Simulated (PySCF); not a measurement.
C2H7OSi, SMILES C[SiH](C)[O], multiplicity 2.

The structure is a stationary point at PBE-D3(BJ)/def2-SVP. A frequency run showed that this geometry is not a minimum. The isomer is the one that the SMILES or the coordinates give; other isomers of the formula were not compared.

The numbers are results of PBE-D3(BJ)/def2-SVP run with PySCF, not measurements.

Frequencies are harmonic and unscaled.

Computed vibrational spectrum:
```csv
mode,ν (cm⁻¹),IR (km/mol),moving atoms (share of kinetic energy)
1,253i,10.3,"O 45 %, Si 24 %, C 23 %"
2,139,0.0,H 99 %
3,155,0.2,H 95 %
4,182,0.5,"C 45 %, H 34 %, Si 13 %"
5,264,6.8,"Si 33 %, H 27 %, O 25 %, C 14 %"
6,500,6.8,H 87 %
7,606,1.1,"C 58 %, H 27 %, Si 12 %"
8,631,4.1,"H 83 %, C 14 %"
9,668,9.0,"C 44 %, H 28 %, Si 27 %"
10,683,12.5,"H 62 %, Si 14 %, O 12 %, C 12 %"
11,788,8.8,"H 63 %, C 18 %, Si 12 %"
12,812,35.2,"O 45 %, H 38 %, Si 14 %"
13,846,26.1,"H 85 %, C 13 %"
14,871,52.3,"H 68 %, Si 16 %, C 13 %"
15,1144,25.1,"H 81 %, C 18 %"
16,1183,10.3,"H 80 %, C 19 %"
17,1358,2.4,H 95 %
18,1365,5.9,H 95 %
19,1374,5.6,H 95 %
20,1388,7.8,H 96 %
21,2135,167.5,H 97 %
22,2975,6.7,H 97 %
23,2976,3.0,H 97 %
24,3084,4.8,"H 91 %, C 9 %"
25,3084,1.2,"H 91 %, C 9 %"
26,3104,0.5,"H 90 %, C 10 %"
27,3104,1.7,"H 90 %, C 10 %"
```
